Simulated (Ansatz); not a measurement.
Li4H4 (relaxed from a model of (LiH)4 ring, whose bonding it doesn't keep). Charge 0, multiplicity 1. Geometry PBE-D4/def2-TZVP; atoms count from 1.

```xyz
8

Li    1.2433    0.1990    1.7020
Li    1.4296   -1.2877   -0.8931
Li   -1.2476   -0.2065   -1.6979
Li   -1.4246    1.2960    0.8885
H     2.0361   -0.8310    0.6177
H     0.1386   -1.1381   -1.9741
H    -2.0374    0.8289   -0.6165
H    -0.1380    1.1393    1.9735
```

Another isomer (singlet) lies 0.46 eV lower at PBE0-D4/def2-TZVP; other spin states weren't run for this one.

Q: Estimate the Mulliken populations from the PBE0/def2-TZVP orbitals of Ansatz.

A: 
| atom | charge (e) |
| --- | --- |
| Li1 | 0.60 |
| Li2 | 0.60 |
| Li3 | 0.60 |
| Li4 | 0.60 |
| H5 | -0.60 |
| H6 | -0.60 |
| H7 | -0.60 |
| H8 | -0.60 |
Mulliken values depend strongly on the basis.
